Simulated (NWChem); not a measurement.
Molecule: BeHSeBr; SMILES [SeH][Be][Br]

```xyz
4

Be     0.0030    -0.0320     0.0000
Br     0.0115    -1.9928     0.0000
Se     0.0303     1.9958     0.0000
H     -1.4442     2.0196     0.0000
```
Atoms are numbered in this order, from 1.

All runs: NWChem. All runs use the structure optimised with PBE0/def2-SVP. B3LYP is NWChem's, with the RPA form of VWN correlation. Ions are spin-unrestricted doublets at the neutral geometry; other ion states weren't tried.

```json
[
 {"level": "B3LYP/def2-SVP", "vertical ionisation energy, ΔSCF (eV)": "9.62", "−ε(HOMO) (eV)": "7.07", "ΔSCF minus −ε(HOMO) (eV)": "2.55"},
 {"level": "PBE/def2-SVP", "vertical ionisation energy, ΔSCF (eV)": "9.43", "−ε(HOMO) (eV)": "6.22", "ΔSCF minus −ε(HOMO) (eV)": "3.21"},
 {"level": "Hartree-Fock/def2-SVP", "vertical ionisation energy, ΔSCF (eV)": "8.85", "−ε(HOMO) (eV)": "9.92", "ΔSCF minus −ε(HOMO) (eV)": "-1.07"},
 {"level": "M06-2X/def2-SVP", "vertical ionisation energy, ΔSCF (eV)": "9.76", "−ε(HOMO) (eV)": "8.48", "ΔSCF minus −ε(HOMO) (eV)": "1.28"},
 {"level": "LDA (Slater exchange, VWN5)/def2-SVP", "vertical ionisation energy, ΔSCF (eV)": "9.63", "−ε(HOMO) (eV)": "6.34", "ΔSCF minus −ε(HOMO) (eV)": "3.29"}
]
```
